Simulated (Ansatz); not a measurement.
Ligand-field states of cis-NiH2(NH3)2 (NiN₂H₈) at its PBE0-D4/def2-SVP geometry (relaxed as a singlet).

```xyz
11

Ni   -0.8194    0.0543   -0.1499
H    -2.0687    0.2196    0.6063
H    -1.7321    0.0323   -1.3017
N     0.7032   -0.1733   -1.4004
H     0.5153   -1.0226   -1.9350
H     1.6752   -0.2204   -1.0883
H     0.6377    0.5915   -2.0736
N     0.1804    0.1147    1.5620
H    -0.2130   -0.6212    2.1503
H    -0.0764    0.9921    2.0166
H     1.1977    0.0329    1.6137
```

CASSCF(8,5) on the Ni 3d shell in def2-TZVP, averaged with equal weights over 10 triplets and 15 singlets, then SC-NEVPT2; Ansatz, no spin–orbit coupling. The space holds no ligand orbitals and no second d shell, so covalent complexes are described poorly. NEVPT2 shifts the excited states by 0.2 to 3.7 eV; shifts past about 1.5 eV mark a space that is too small, and such energies aren't to be trusted.

Estimate the states' energies above the lowest.


| state | CASSCF (cm⁻¹) | NEVPT2 (cm⁻¹) |
| --- | --- | --- |
| triplet 1 | 0 | 16097 |
| triplet 2 | 1110 | 18353 |
| triplet 3 | 1446 | 18814 |
| triplet 4 | 7372 | 25460 |
| triplet 5 | 17582 | 46752 |
| triplet 6 | 17780 | 47000 |
| triplet 7 | 17929 | 47479 |
| triplet 8 | 26254 | 51805 |
| triplet 9 | 35142 | 60966 |
| triplet 10 | 35705 | 61433 |
| singlet 1 | 1576 | 0 |
| singlet 2 | 15792 | 29799 |
| singlet 3 | 16224 | 31154 |
| singlet 4 | 16443 | 31438 |
| singlet 5 | 18399 | 33146 |
| singlet 6 | 33541 | 60797 |
| singlet 7 | 35377 | 62655 |
| singlet 8 | 37753 | 64560 |
| singlet 9 | 37935 | 64990 |
| singlet 10 | 40799 | 67601 |
| singlet 11 | 42862 | 70064 |
| singlet 12 | 42971 | 69959 |
| singlet 13 | 43517 | 70419 |
| singlet 14 | 43551 | 70344 |
| singlet 15 | 73090 | 92885 |
The lowest NEVPT2 state is a singlet. Hardware: 4 threads of Arm Neoverse V2 on a shared host. Wall time 21 s, peak host memory 0.6 GiB.
